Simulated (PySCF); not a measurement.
Dipole moment and polarisability of 1-cyclopropylpenta-1,3-diyne

Compound: 1-cyclopropylpenta-1,3-diyne, C8H8.
Structure used (PBE0-D3(BJ)/def2-SVP), in Å, numbered top down from 1:
```
atom  x, y, z in Å
C1     4.5671    0.1183   -0.2160
C2     3.1378    0.1443    0.0241
C3     1.9356    0.1653    0.2263
C4     0.5851    0.1878    0.4562
C5    -0.6184    0.2050    0.6603
C6    -2.0315    0.2215    0.8967
C7    -2.9667    0.8699   -0.1017
C8    -2.9574   -0.6138    0.0382
H9     5.0510   -0.6938    0.3498
H10    4.7861   -0.0407   -1.2840
H11    5.0395    1.0667    0.0859
H12   -2.3135    0.3190    1.9511
H13   -3.8111    1.4319    0.3048
H14   -2.5117    1.3080   -0.9928
H15   -2.4947   -1.2043   -0.7557
H16   -3.7953   -1.1013    0.5426
```

Level: CAM-B3LYP/def2-SVPD (PySCF), static field, nuclei fixed, core orbitals frozen in the response. The polarisability tensor in these axes (au):

```
x   181.86  -0.82  -9.51
y    -0.82  68.13  -0.01
z    -9.51  -0.01  67.88
```

Question: What are the eigenvalues, a third of the trace, and Δα (Δα² = ½Σ(αi − αj)² over the three pairs)?

Answer: Principal values 67.08, 68.13 and 182.65 au; mean 105.96 au = 15.70 Å³ = 17.47 × 10⁻⁴⁰ C²·m²/J; Δα = 115.05 au (109 % of the mean).

Question: What is the dipole moment, and where does it point?

Answer: (-0.20, -0.04, -0.22) D, 0.30 D in size, pointing from the negative to the positive side. Measured along this direction, the outermost atoms are H11 and H9 at the negative end and H15, H16 and H14 at the positive end.

Question: What are the principal values of the traceless quadrupole moment, Θ = ½Σq(3rr − r²1), about the centre of nuclear charge?

Answer: -9.52, -8.42, 17.95 D·Å. The values depend on the origin, since the dipole doesn't vanish. The electronic extent ⟨r²⟩ about the same centre is 1841 bohr², a root-mean-square distance of 3.03 Å for the 56 electrons.

Question: What molar refraction does this α imply?

Answer: Lorentz–Lorenz: R = (4π/3)N_A α = 2.5225 cm³/(mol·Å³) × 15.70 Å³ = 39.6 cm³/mol, in the limit of long wavelengths.

Question: Refractivity n − 1 of an ideal gas of it at 500 K and 1 atm, from the electronic α?

Answer: N = p/kT = 1.4678 × 10¹⁹ cm⁻³, so n − 1 = 2π × N × 15.70 × 10⁻²⁴ cm³ = 1448 × 10⁻⁶ at long wavelengths.

Isolated species at its PBE0-D3(BJ)/def2-SVP geometry, gas phase.
